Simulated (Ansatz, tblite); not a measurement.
Adding an electron: the cluster Ba2S2⁺ (the lowest doublet isomer of a short search). Total charge 1; doublet. Geometry: PBE-D4/def2-SVP. Ansatz, gas phase; energy differences of separate SCF runs; the reduced species is a singlet (the triplet lies 1.22 eV higher at PBE0-D4/def2-TZVP).

Cartesian coordinates in Å:
```
Ba -1.703 1.595 -0.039
Ba 1.688 -1.611 0.029
S -0.468 -0.464 1.446
S 0.482 0.480 -1.436
```

In the def2 sets Ba takes a core potential; there is no spin–orbit coupling. The xTB rows come from tblite. The structure comes from a short search, and lower isomers may exist.

(1) Estimate orbital energies and vertical electron affinities at: GFN1-xTB; GFN2-xTB; PBE-D4/def2-TZVP; r2SCAN-D4/def2-TZVP; PBE0-D4/def2-TZVP.

Answers

(1) 
```
              level  −HOMO (eV)  −LUMO (eV)  vertical EA (eV)  HOMO–LUMO gap (eV)
           GFN1-xTB           –           –             10.62                   –
           GFN2-xTB           –           –             11.09                   –
   PBE-D4/def2-TZVP        8.04        7.18              4.86                0.86
r2SCAN-D4/def2-TZVP        8.13        6.92              4.73                1.20
  PBE0-D4/def2-TZVP        8.99        6.27              4.78                2.72
```

  HOMO and LUMO are the levels of the spin that leaves or enters (xTB has no such levels and no spin-polarisation term). Other spin states of the ions may lie lower, which would lower the ionisation energy or raise the affinity. Raw xTB energy differences between charge states are shifted by several eV; the methods need an empirical correction for them.
